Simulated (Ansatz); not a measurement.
The cluster Ca3Te2 (the lowest singlet isomer of a short search) was relaxed with PBE-D4 (def2-SVP) in Ansatz in these states: neutral quintet, neutral singlet, neutral triplet. The geometries follow in no particular order.

In the def2 sets Te takes a core potential; there is no spin–orbit coupling.

A:

```xyz
5

Ca   -0.576    0.075    2.465
Ca    0.535    2.145   -1.235
Ca    0.042   -2.217   -1.229
Te    1.710   -0.194    0.405
Te   -1.710    0.191   -0.406
```

B:

```xyz
5

Ca    0.1175   -0.4041   -2.0938
Ca    0.1234    1.8165    1.1163
Ca   -0.2749   -1.6115    1.1154
Te   -2.1390    0.3501   -0.2383
Te    2.1729   -0.1510    0.1004
```

C:

```xyz
5

Ca    0.027   -1.201    1.706
Ca    0.070   -0.878   -1.892
Ca   -0.096    2.077    0.185
Te   -2.143   -0.095   -0.034
Te    2.143    0.097    0.034
```

Task: Judge from the bond lengths which geometry belongs to which state (an estimate).

Result: A is the neutral quintet (Ca1–Ca3 4.391 Å, Ca2–Ca3 4.389 Å, Ca1–Ca2 4.383 Å); B is the neutral triplet (Ca1–Ca3 3.451 Å, Ca2–Ca3 3.451 Å, Ca1–Ca2 3.903 Å); C is the neutral singlet (Ca1–Ca3 3.616 Å, Ca2–Ca3 3.616 Å, Ca1–Ca2 3.613 Å).
